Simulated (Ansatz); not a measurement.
Ansatz (an electronic-structure program) input (wB97X-V/def2-TZVPD):

Ansatz 0.2 input:
```yaml
crystal:
  periodic: [false, false, false]
  atoms:
    - {symbol: Cl, position_ang: [-0.56434547, 2.43938640, -0.05544299]}
    - {symbol: Al, position_ang: [-0.09569963, 0.41366216, -0.00940182]}
    - {symbol: Br, position_ang: [2.04447657, -0.23101573, 0.06205019]}
    - {symbol: Br, position_ang: [-1.73482034, -1.10747504, -0.03162863]}
basis:
  gaussian:
    orbitals: def2-TZVPD
hamiltonian:
  xc: {name: wB97X-V}
total_charge: 1
magnetization: {spin_polarized: true, initial_magnetization: 1}
```

End of the output:

```
integrals: 0.26 GiB planned
1474 factors; their error is unknown
integrals: 0.30 GiB planned
288 factors; integrals over basis functions are off by at most 1.4e-4 eV
0.33 GiB of the device are held for the grids
2.25 GiB of device memory are held for the factors and their scratch space
mean field: 1.59 GiB planned
mean field evaluation 1: about -159189.5869 eV, gradient 1.7e1 eV
mean field evaluation 2: about -159190.3591 eV, gradient 1.4e1 eV
mean field evaluation 4: about -159191.1272 eV, gradient 4.7e-1 eV
mean field evaluation 8: about -159191.5725 eV, gradient 2.6e-1 eV
mean field evaluation 16: about -159191.5730 eV, gradient 2.7e-3 eV
mean field evaluation 32: about -159191.1422 eV, gradient 4.7e0 eV
mean field -159191.57303568 eV, -5850.1824051377 hartree, gradient 1.1e-5 eV, S^2 0.761983; 3 other end points of the search recorded, 0 dependent functions left out
reference -159191.57303332 eV, -5850.1824050508 hartree; 50, 49 occupied and 153, 154 virtual orbitals, 1474 factors
Total energy: -159191.57303332 eV, -5850.1824050508 hartree
```

This state (charge 1, doublet) is run at the relaxed geometry of the species with charge 0 and multiplicity 1.
